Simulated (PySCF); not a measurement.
Ga(OH)3(HOMe), CH₇GaO₄, singlet at its PBE0/def2-SVP optimised geometry (Å):

```
13

Ga    -1.4989    -0.0964     0.0000
O     -1.2214    -0.8555    -1.6322
H     -1.7984    -0.5316    -2.3295
O     -1.8140     1.6718     0.0000
H     -2.3050     1.9633     0.7742
O     -2.0975    -1.0322     1.4003
H     -2.0031    -1.9827     1.2877
C      1.3098     1.0965     0.2781
O      0.5866    -0.0964     0.0000
H      2.3050     1.0523    -0.1881
H      1.4352     1.1536     1.3670
H      0.7545     1.9827    -0.0642
H      0.5815    -0.3114    -0.9540
```

Level of theory: PySCF with PBE0/def2-TZVP. Cells within 0.4 Å of a nucleus heavier than hydrogen are left out (blank, or x).

Map of the electron localisation function on the plane z = 1.5 Å:

```
|0000000000000000000000000000000|
|0000000000000000000000000000000|
|0000000000000000000000000000000|
|0000000000000000000000000000000|
|0000000000000000000000000000000|
|0000001110000000000000000000000|
|0000035531000000000000000000000|
|0000256663100000000111000000000|
|0000256764200000013677410000000|
|0000256764210000048999840000000|
|0000024442110000279999961000000|
|0000000111000000289999971000000|
|0000000000000000179999961000000|
|0000000000000000027999841000000|
|0000000000000000001477520000000|
|0000123343310000000001100000000|
|0012456777642000000000000000000|
|0014678878874100000000000000000|
|0024689xxx875100000000000000000|
|0024678xxx864100000000000000000|
|0012467788753100000000000000000|
|0001236899742000000000000000000|
|0000025899841000000000000000000|
|0000015899741000000000000000000|
|0000013677630000000000000000000|
|0000001455410000000000000000000|
|0000000111000000000000000000000|
|0000000000000000000000000000000|
|0000000000000000000000000000000|
|0000000000000000000000000000000|
|0000000000000000000000000000000|
```
Scale: ten equal steps from 0.000 (start of '0') to 1.000 (end of '9'), in the order '0123456789'; x runs from -4.50 to 4.50, y from -4.50 (bottom) to 4.50 (top).
